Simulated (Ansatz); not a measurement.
CH4ClFOSi (`FC(Cl)O[SiH3]`). Charge 0, multiplicity 1.

```xyz
9

F    -0.926   -1.607   -0.273
C    -0.643   -0.532   -1.057
Cl    0.800   -0.963   -2.039
O    -0.445    0.566   -0.316
Si    0.484    0.684    1.075
H    -1.464   -0.384   -1.758
H     1.804    0.044    0.872
H     0.616    2.140    1.286
H    -0.227    0.051    2.209
```

(1) Give the diagnostics of a CCSD(T)/def2-TZVPP run (frozen core, the Gaussian-basis code of Ansatz). (Estimate.)

Answers

(1) Ansatz gave: T1 = 0.0117, largest single amplitude 0.017, largest double 0.025, (T) share of the correlation energy 3.6 %, 9 CCSD cycles. The RHF solution is stable towards an unrestricted one. T1 lies under the customary mark of 0.02 for closed shells.
